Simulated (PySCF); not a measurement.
A series of related molecules.

All values: B3LYP/def2-SVPD (PySCF) at GFN2-xTB geometries, gas phase, one conformer each. Core orbitals are frozen in the response; Δα² is half the sum of the squared differences of the principal polarisabilities.

Problem. Rank by mean static polarisability, lowest first.
A. `C=CC[C@H](F)C(=O)F`
B. `[C@@H](CF)(F)C(Cl)=O`
C. `C=CC[C@H](F)C(=O)Cl`
D. `O=C(Cl)[C@@H](F)CC(F)(F)F`

Solution. B (8.26 Å³), A (9.52 Å³), D (10.25 Å³), C (11.50 Å³).

All values together:

```json
{"SMILES": "C=CC[C@H](F)C(=O)Cl", "formula": "C5H6ClFO", "μ (D)": "2.38", "HOMO (eV)": "-7.79", "LUMO (eV)": "-1.82", "α (Å³)": "11.50", "Δα (Å³)": "2.30", "electrons": "70", "α per electron (Å³)": "0.164"}
{"SMILES": "O=C(Cl)[C@@H](F)CC(F)(F)F", "formula": "C4H3ClF4O", "μ (D)": "0.46", "HOMO (eV)": "-8.96", "LUMO (eV)": "-2.27", "α (Å³)": "10.25", "Δα (Å³)": "3.99", "electrons": "88", "α per electron (Å³)": "0.116"}
{"SMILES": "O=C(Cl)[C@@H](F)CF", "formula": "C3H3ClF2O", "μ (D)": "2.26", "HOMO (eV)": "-8.76", "LUMO (eV)": "-2.21", "α (Å³)": "8.26", "Δα (Å³)": "2.25", "electrons": "64", "α per electron (Å³)": "0.129"}
{"SMILES": "C=CC[C@H](F)C(=O)F", "formula": "C5H6F2O", "μ (D)": "2.71", "HOMO (eV)": "-7.85", "LUMO (eV)": "-1.34", "α (Å³)": "9.52", "Δα (Å³)": "2.29", "electrons": "62", "α per electron (Å³)": "0.154"}
```

Conformers: `[CH2:1]=[CH:2][CH2:3][C@H:4]([F:5])[C:6](=[O:7])[Cl:8]` with C1–C2–C3–C4 -121°, C2–C3–C4–F5 -176°, C3–C4–C6–O7 -91°; `[O:1]=[C:2]([Cl:3])[C@@H:4]([F:5])[CH2:6][C:7]([F:8])([F:9])[F:10]` with O1–C2–C4–F5 -156°, C2–C4–C6–C7 156°; `[O:1]=[C:2]([Cl:3])[C@@H:4]([F:5])[CH2:6][F:7]` with O1–C2–C4–F5 138°, C2–C4–C6–F7 65°; `[CH2:1]=[CH:2][CH2:3][C@H:4]([F:5])[C:6](=[O:7])[F:8]` with C1–C2–C3–C4 -121°, C2–C3–C4–F5 -176°, C3–C4–C6–O7 -87°.
